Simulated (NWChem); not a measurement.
System: ZrH$_{2}$Cl$_{2}$; SMILES [ZrH2]([Cl])[Cl]

Here is an NWChem input.

```
start job
memory heap 200 mb stack 900 mb global 1100 mb
geometry units angstroms noautoz
  Zr     0.000000     0.000000    -0.457990
  Cl     1.978222     0.000000     0.759497
  Cl    -1.978222     0.000000     0.759497
  H      0.000000    -1.493596    -1.523107
  H      0.000000     1.493596    -1.523107
end
basis spherical
  * library def2-tzvp
end
ecp
  Zr library def2-ecp
end
dft
  xc b3lyp
  iterations 150
  mulliken
end
task dft energy
```

Excerpt of the output:

```
             Northwest Computational Chemistry Package (NWChem) 7.3.0
             --------------------------------------------------------

 C2V symmetry detected

                             Geometry "geometry" -> ""
                             -------------------------

 Output coordinates in angstroms (scale by  1.889725989 to convert to a.u.)

  No.       Tag          Charge          X              Y              Z
 ---- ---------------- ---------- -------------- -------------- --------------
    1 Zr                  40.0000     0.00000000     0.00000000    -0.51663584
    2 Cl                  17.0000     1.97822200     0.00000000     0.70085116
    3 Cl                  17.0000    -1.97822200     0.00000000     0.70085116
    4 H                    1.0000     0.00000000    -1.49359600    -1.58175284
    5 H                    1.0000     0.00000000     1.49359600    -1.58175284

 Effective nuclear repulsion energy (a.u.)     382.4136041585

      Symmetry information
      --------------------

 Group name             C2v
 Group number             16
 Group order               4
 No. of unique centers     3

                                 NWChem DFT Module
                                 -----------------

 Summary of "ao basis" -> "ao basis" (spherical)
 ------------------------------------------------------------------------------
       Tag                 Description            Shells   Functions and Types
 ---------------- ------------------------------  ------  ---------------------
 Zr                        def2-tzvp                14       40   6s4p3d1f
 Cl                        def2-tzvp                13       37   5s5p2d1f
 H                         def2-tzvp                 4        6   3s1p

      Symmetry analysis of basis
      --------------------------

        a1         48
        a2         17
        b1         35
        b2         26

            General Information
            -------------------
          SCF calculation type: DFT
          Wavefunction type:  closed shell.
          No. of atoms     :     5
          No. of electrons :    48
           Alpha electrons :    24
            Beta electrons :    24
          Charge           :     0
          Spin multiplicity:     1
          Use of symmetry is: on ; symmetry adaption is: on
          Maximum number of iterations: 150
          AO basis - number of functions:   126
                     number of shells:    48
          Convergence on energy requested:  1.00D-06
          Convergence on density requested:  1.00D-05
          Convergence on gradient requested:  5.00D-04

              XC Information
              --------------
                         B3LYP Method XC Potential
                     Hartree-Fock (Exact) Exchange  0.200
                        Slater Exchange Functional  0.800 local
                    Becke 1988 Exchange Functional  0.720 non-local
              Lee-Yang-Parr Correlation Functional  0.810
                  VWN I RPA Correlation Functional  0.190 local

             Grid Information
             ----------------
          Grid used for XC integration:  medium
          Radial quadrature: Mura-Knowles
          Angular quadrature: Lebedev.
          Tag              B.-S. Rad. Rad. Pts. Rad. Cut. Ang. Pts.
          ---              ---------- --------- --------- ---------
          Zr                  1.55      123          10.0       590
          Cl                  1.00       88          11.0       590
          H                   0.35       45          10.0       434
          Grid pruning is: on
          Number of quadrature shells:   256
          Spatial weights used:  Erf1

      Superposition of Atomic Density Guess
      -------------------------------------

 Sum of atomic energies:        -973.41840366

      Non-variational initial energy
      ------------------------------

 Total energy =    -966.459054
 1-e energy   =   -1645.782898
 2-e energy   =     529.942756
 HOMO         =      -0.322274
 LUMO         =      -0.011268

      Symmetry analysis of molecular orbitals - initial
      -------------------------------------------------

  Numbering of irreducible representations:

     1 a1          2 a2          3 b1          4 b2

  Orbital symmetries:

     1 a1          2 b1          3 a1          4 b1          5 a1
     6 b1          7 a1          8 b2          9 a2         10 b1
    11 a1         12 b1         13 a1         14 b2         15 a1
    16 b1         17 a1         18 a1         19 b1         20 a2
    21 b2         22 b1         23 a1         24 b2         25 a1
    26 a2         27 b1         28 b2         29 a1         30 a1
    31 b1         32 a1         33 b2         34 a1

     ---------------------------------------------
      Total Density - Mulliken Population Analysis
     ---------------------------------------------

    Atom       Charge   Shell Charges
 -----------   ------   -------------------------------------------------------
    1 Zr  12    10.06   0.03 -0.36  1.61  0.74  0.52  0.15  5.10  0.92  0.23  0.06  0.39  0.54  0.09  0.04
    2 Cl  17    17.63   2.01  0.45  1.52  1.11  0.86  4.19  1.68  1.13  3.07  1.58  0.00  0.01  0.00
    3 Cl  17    17.63   2.01  0.45  1.52  1.11  0.86  4.19  1.68  1.13  3.07  1.58  0.00  0.01  0.00
    4 H    1     1.34   0.25  0.67  0.42  0.00
    5 H    1     1.34   0.25  0.67  0.42  0.00

   convergence    iter        energy       DeltaE   RMS-Dens  Diis-err
 ---------------- ----- ----------------- --------- --------- ---------
 d= 0,ls=0.0,diis     1   -968.6841576364 -1.12D+03  1.88D-02  1.64D+00
 d= 0,ls=0.0,diis     2   -967.0154267976  1.67D+00  1.36D-02  1.58D+01
 d= 0,ls=0.0,diis     3   -968.8529711580 -1.84D+00  1.98D-03  2.41D-02
 d= 0,ls=0.0,diis     4   -968.8528464107  1.25D-04  8.51D-04  3.01D-02
 d= 0,ls=0.0,diis     5   -968.8568035070 -3.96D-03  6.98D-05  1.08D-04
  Resetting Diis
 d= 0,ls=0.0,diis     6   -968.8568189465 -1.54D-05  1.88D-05  1.87D-05
 d= 0,ls=0.0,diis     7   -968.8568209960 -2.05D-06  8.36D-06  4.05D-07
 d= 0,ls=0.0,diis     8   -968.8568209821  1.39D-08  3.99D-06  6.42D-07

         Total DFT energy =     -968.856820982092
      One electron energy =    -1648.192341337701
           Coulomb energy =      593.158978524347
    Exchange-Corr. energy =      -63.204546330920
 Nuclear repulsion energy =      149.381088162182

 Numeric. integr. density =       48.000007248305

                  Occupations of the irreducible representations
                  ----------------------------------------------

                     irrep           alpha         beta
                     --------     --------     --------
                     a1               10.0         10.0
                     a2                2.0          2.0
                     b1                8.0          8.0
                     b2                4.0          4.0

                       DFT Final Molecular Orbital Analysis
                       ------------------------------------

 Vector   22  Occ=2.000000D+00  E=-3.508771D-01  Symmetry=b1
              MO Center=  8.5D-14, -5.7D-16,  6.5D-01, r^2= 5.0D+00
   Bfn.  Coefficient  Atom+Function         Bfn.  Coefficient  Atom+Function
  ----- ------------  ---------------      ----- ------------  ---------------
    57      0.363427  2 Cl pz                94     -0.363427  3 Cl pz
    60      0.245224  2 Cl pz                97     -0.245224  3 Cl pz
    54      0.171817  2 Cl pz                91     -0.171817  3 Cl pz
    48     -0.141041  2 Cl pz                85      0.141041  3 Cl pz
    55     -0.112115  2 Cl px                92     -0.112115  3 Cl px

 Vector   23  Occ=2.000000D+00  E=-3.299832D-01  Symmetry=a1
              MO Center= -8.2D-15,  2.5D-13, -1.3D+00, r^2= 3.1D+00
   Bfn.  Coefficient  Atom+Function         Bfn.  Coefficient  Atom+Function
  ----- ------------  ---------------      ----- ------------  ---------------
     5      0.321420  1 Zr s                  3     -0.280354  1 Zr s
   116      0.231957  4 H  s                122      0.231957  5 H  s
    23     -0.223192  1 Zr d  2               9      0.171512  1 Zr pz
   117      0.142875  4 H  s                123      0.142875  5 H  s
    28     -0.142101  1 Zr d  2               2      0.133749  1 Zr s

 Vector   24  Occ=2.000000D+00  E=-3.184164D-01  Symmetry=b2
              MO Center=  1.0D-14, -2.6D-13, -1.2D+00, r^2= 3.1D+00
   Bfn.  Coefficient  Atom+Function         Bfn.  Coefficient  Atom+Function
  ----- ------------  ---------------      ----- ------------  ---------------
    20      0.294784  1 Zr d -1             116      0.233695  4 H  s
   122     -0.233695  5 H  s                  8      0.220939  1 Zr py
    25      0.194003  1 Zr d -1             117      0.144750  4 H  s
   123     -0.144750  5 H  s                115      0.131762  4 H  s
   121     -0.131762  5 H  s                 14     -0.130866  1 Zr py

 Vector   25  Occ=0.000000D+00  E=-1.114141D-01  Symmetry=a1
              MO Center= -1.8D-14,  4.6D-15, -7.3D-01, r^2= 2.4D+00
   Bfn.  Coefficient  Atom+Function         Bfn.  Coefficient  Atom+Function
  ----- ------------  ---------------      ----- ------------  ---------------
    21      0.540890  1 Zr d  0              26      0.381542  1 Zr d  0
    31      0.211989  1 Zr d  0              23      0.155148  1 Zr d  2
    28      0.108818  1 Zr d  2              18     -0.100092  1 Zr pz
    33      0.091374  1 Zr d  2              58      0.088018  2 Cl px
    95     -0.088018  3 Cl px                60     -0.078099  2 Cl pz

 Vector   26  Occ=0.000000D+00  E=-1.006474D-01  Symmetry=a2
              MO Center= -2.8D-14,  2.0D-15, -3.8D-01, r^2= 2.5D+00
   Bfn.  Coefficient  Atom+Function         Bfn.  Coefficient  Atom+Function
  ----- ------------  ---------------      ----- ------------  ---------------
    19      0.581851  1 Zr d -2              24      0.416300  1 Zr d -2
    29      0.222473  1 Zr d -2              59     -0.200849  2 Cl py
    96      0.200849  3 Cl py                56     -0.128202  2 Cl py
    93      0.128202  3 Cl py                53     -0.080269  2 Cl py
    90      0.080269  3 Cl py                47      0.055692  2 Cl py

 Vector   27  Occ=0.000000D+00  E=-8.305855D-02  Symmetry=b1
              MO Center= -5.3D-14, -1.7D-15, -7.2D-01, r^2= 3.4D+00
   Bfn.  Coefficient  Atom+Function         Bfn.  Coefficient  Atom+Function
  ----- ------------  ---------------      ----- ------------  ---------------
    22      0.511787  1 Zr d  1              27      0.357236  1 Zr d  1
    13      0.323009  1 Zr px                58     -0.197125  2 Cl px
    95     -0.197125  3 Cl px                32      0.195158  1 Zr d  1
     7     -0.176246  1 Zr px                16      0.138348  1 Zr px
    55     -0.132511  2 Cl px                92     -0.132511  3 Cl px

     ---------------------------------------------
      Total Density - Mulliken Population Analysis
     ---------------------------------------------

    Atom       Charge   Shell Charges
 -----------   ------   -------------------------------------------------------
    1 Zr  12    11.00   0.03 -0.37  1.69  0.69  0.49  0.01  5.20  0.85  0.29  0.06  0.94  0.93  0.15  0.05
    2 Cl  17    17.35   2.01  0.43  1.52  1.14  0.84  4.19  1.67  1.13  2.83  1.55  0.00  0.02  0.00
    3 Cl  17    17.35   2.01  0.43  1.52  1.14  0.84  4.19  1.67  1.13  2.83  1.55  0.00  0.02  0.00
    4 H    1     1.15   0.24  0.59  0.31  0.01
    5 H    1     1.15   0.24  0.59  0.31  0.01

     -------------------------------------------
      Total Density - Lowdin Population Analysis
     -------------------------------------------

    Atom       Charge   Shell Charges
 -----------   ------   -------------------------------------------------------
    1 Zr  12    12.02   0.00  0.00  1.03  0.89  0.37  0.19  4.48  1.47  0.60  0.23  0.81  1.18  0.66  0.11
    2 Cl  17    16.88   1.98  0.84  1.14  0.93  0.77  3.93  1.90  1.27  2.51  1.58  0.00  0.03  0.00
    3 Cl  17    16.88   1.98  0.84  1.14  0.93  0.77  3.93  1.90  1.27  2.51  1.58  0.00  0.03  0.00
    4 H    1     1.11   0.25  0.51  0.34  0.01
    5 H    1     1.11   0.25  0.51  0.34  0.01

     Multipole analysis of the density
     ---------------------------------

     L   x y z        total         alpha         beta         nuclear
     -   - - -        -----         -----         ----         -------
     0   0 0 0     -0.000000    -24.000000    -24.000000     48.000000

     1   1 0 0      0.000000      0.000000      0.000000      0.000000
     1   0 1 0     -0.000000     -0.000000     -0.000000      0.000000
     1   0 0 1     -0.097502    -13.716953    -13.716953     27.336405

     2   2 0 0    -40.087559   -257.616542   -257.616542    475.145525
     2   1 1 0     -0.000000     -0.000000     -0.000000      0.000000
     2   1 0 1     -0.000000     -0.000000     -0.000000      0.000000
     2   0 2 0    -39.603843    -27.768355    -27.768355     15.932868
     2   0 1 1      0.000000      0.000000      0.000000      0.000000
     2   0 0 2    -38.677727    -63.811783    -63.811783     88.945838
```

Level: B3LYP/def2-TZVP with def2 effective core potentials on Zr. Coordinates come from a PBE0/def2-SVP optimisation. def2 effective core potentials on Zr; no spin-orbit coupling.
